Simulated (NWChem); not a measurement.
Species: C3H4ClFSi; SMILES FC(Cl)=C=C[SiH3]

Results from NWChem. Pople sets run with spherical d functions. Geometry: optimised at B3LYP/6-31G* (spherical d). Level: B3LYP/6-31G* with SMD (1 M gas to 1 M solution), gas-phase geometry. Reactions with the solvent are ignored.

### Question
Estimate the computed values for solvent water. Quantities: solvation free energy (kcal/mol); cavity-dispersion-structure term (kcal/mol); dipole in solution (D).

### Answer
```
Quantity                                     Value
-------------------------------------------  -----
solvation free energy (kcal/mol)               2.8
cavity-dispersion-structure term (kcal/mol)    4.7
dipole in solution (D)                        2.69
```
